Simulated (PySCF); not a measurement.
# Computed records: CH₅BNO

Calculation on a computer-drawn molecule: the log of a Hartree-Fock and frozen-core CCSD(T) single point meant for a local Hartree-Fock minimum, with one planted fault or none, to be diagnosed. Offsets are logged minus clean, where the clean run is the same molecule without the fault. The reference is restricted for singlets and unrestricted otherwise, and also for a bond in bohr or an excited solution. Adding or removing an electron swaps singlet and doublet. The excited solution moves the top pair (singlet) or top alpha electron (doublet) to the lowest empty orbital. Highest occupied and lowest empty are orbital energies over both spins, largest force is the largest gradient component, triples share is (T) over the correlation energy, the T1 limit is 0.02 restricted and 0.045 unrestricted, electrons count all cores, a negative frequency is imaginary (commonest isotopes), and the dipole is about the centre of nuclear charge. Program: PySCF 2.14.0.

```xyz
9
formula=CH5BNO meant_charge=0 meant_multiplicity=2 meant_basis=cc-pVDZ logged_electrons=32 logged_basis_functions=81 logged_SCF_converged=yes logged_spin_squared=0 logged_highest_occupied=1.2134 logged_lowest_empty=8.9063 logged_largest_force=0.10309 logged_T1_diagnostic=0.048012 logged_D1_diagnostic=0.23108 logged_triples_share=0.033653 logged_CC_converged=yes logged_dipole_magnitude=1.8981 logged_SCF_stable_within_its_kind=yes logged_energy_HF=-194.65854 logged_energy_CCSD(T)=-195.32484 possible_faults=no_fault,one_electron_removed,one_electron_added,multiplicity_raised_by_two,geometry_at_a_saddle_point,SCF_held_on_an_excited_solution,minimal_basis_STO-3G,one_bond_length_entered_in_bohr,all_coordinates_scaled planted_fault=one_electron_added HF_energy_offset_from_clean_run=68.04 CCSD(T)_energy_offset_from_clean_run=33.49
B     -2.8501    -1.4437     0.1652
O     -1.5175    -1.5574     0.0251
C     -0.6630    -0.4944    -0.1532
N     -0.7147     0.5038     0.8314
H     -3.3918    -0.3691     0.1322
H     -3.4734    -2.4562     0.3130
H      0.3335    -0.8349    -0.4074
H     -1.5881     1.0016     0.8322
H      0.0275     1.1678     0.7066
```

Units: logged_highest_occupied, logged_lowest_empty in eV; logged_largest_force in hartree/bohr; logged_dipole_magnitude in debye; logged_energy_HF, logged_energy_CCSD(T) in hartree; HF_energy_offset_from_clean_run, CCSD(T)_energy_offset_from_clean_run in kcal/mol.

Drawn bonds:
| atom | other atom | order |
| --- | --- | --- |
| 1 | 2 | 1 |
| 2 | 3 | 1 |
| 3 | 4 | 1 |
| 1 | 5 | 1 |
| 1 | 6 | 1 |
| 3 | 7 | 1 |
| 4 | 8 | 1 |
| 4 | 9 | 1 |

Notes: T1 above single-reference limit; highest electron not bound in this basis.
